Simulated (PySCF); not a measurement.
Stepwise substitution at one centre (B F-I). Gas-phase values, no solvent. Strings in code marks are SMILES.

All values below come from B3LYP-D3(BJ)/def2-TZVP (PySCF 2.14.0). All candidates: neutral, multiplicity 1. B3LYP has the VWN-RPA correlation part, as in Gaussian. Delta-SCF ions had no search for a lower state. Excitations are Tamm–Dancoff values on a coarser integration grid. The basis has no diffuse functions, so Rydberg states are missing or too high.

```json
{
  "S1 excitation (TDA)": "4.46 eV",
  "LUMO": "-1.90 eV",
  "vertical ionisation energy (Delta-SCF)": "9.62 eV"
}
```

### Question
Which member has these values?
(A) `FB(F)I`
(B) `IB(I)I`
(C) `FB(I)I`

### Answer
C, `FB(I)I`. The others give `FB(F)I`: 5.74 eV, -0.93 eV, 10.63 eV; `IB(I)I`: 3.46 eV, -2.64 eV, 9.06 eV
